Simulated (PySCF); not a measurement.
## Löwdin shares of the frontier orbitals

Species: (Cl2In-mu-SeH)2.
Structure used (PBE0-D3(BJ)/def2-SVP), in Å, numbered top down from 1:
```xyz
10
Cl4H2In2Se2 angstrom
In     1.6978   -0.4407    0.4347
Cl     2.9876   -0.0960   -1.4866
Cl     2.4760   -1.1636    2.5122
Se     0.3250    1.8269    0.8189
In    -1.7513    0.2634    0.1665
Cl    -3.0492   -0.0747    2.0738
Cl    -2.5125    0.9856   -1.9262
Se    -0.3683   -1.9841   -0.2911
H      0.5026    2.2099   -0.5940
H     -0.1830   -1.6036   -1.7038
```

Method: PySCF 2.14.0, density-fitted response routines, TDDFT PBE0/def2-SVPD, vertical, gas phase, core orbitals frozen in the response, def2 core potentials past Kr. Spin–orbit coupling is left out.

Kohn–Sham orbitals with the atoms that hold most of them (Löwdin shares over 4%, at most four atoms; ? is withheld):

```tsv
orbital	ε (eV)	atoms
HOMO-3	-9.29	Cl3 28%, Cl6 24%, Cl7 16%, Cl2 13%
HOMO-2	-9.01	Se4 15%, Se8 15%, Cl3 14%, Cl2 14%
HOMO-1	-8.93	Se8 17%, Se4 17%, Cl6 15%, Cl3 15%
HOMO	?	?
LUMO	-2.82	?
LUMO+1	-2.77	Se8 20%, Se4 20%, In1 14%, In5 13%
LUMO+2	-1.46	Se4 21%, Se8 21%, H9 13%, H10 13%
```

Problem. Give the leading atoms of the HOMO.

Solution. Se4 (bonded to 2 In and H) 33%; Se8 (bonded to 2 In and H) 33%; Cl2 (bonded to In) 6%; Cl7 (bonded to In) 6%. By element: selenium 66%, chlorine 12% or more.

Problem. Which atoms hold the LUMO, and with what shares?

Solution. In5 (bonded to 2 Cl and 2 Se) 16%; Se4 (bonded to 2 In and H) 15%; Se8 (bonded to 2 In and H) 15%; In1 (bonded to 2 Cl and 2 Se) 15%. By element: indium 31%, selenium 30%.

Problem. What is the HOMO energy, and the HOMO–LUMO gap?

Solution. ε(HOMO) = -8.83 eV; the gap is 6.01 eV (0.2208 hartree).

Problem. How does S1 compare with the orbital gap of 6.01 eV?

Solution. S1 is at 4.85 eV (f = 0.0000), 1.16 eV below the gap, made of HOMO→LUMO+1 (82%), HOMO-1→LUMO (17%). Its leading pair isn't HOMO and LUMO; the energies of that pair differ by 6.05 eV. 

Problem. One configuration dominates each of S1, S2 and S4. Which, and how do the shares of the two leading atoms of either orbital change from the occupied to the empty one?

Solution. 
- S1 (4.85 eV, f 0.0000), HOMO→LUMO+1 (82%): Se4 33% → 20%, Se8 33% → 20%
- S2 (5.00 eV, f 0.0000), HOMO-1→LUMO (78%): Se8 17% → 15%, Se4 17% → 15%, In5 at most 15% → 16%
- S4 (5.22 eV, f 0.242), HOMO-2→LUMO (78%): Se4 15% → 15%, Se8 15% → 15%, In5 at most 15% → 16%

One conformer stands for the species.
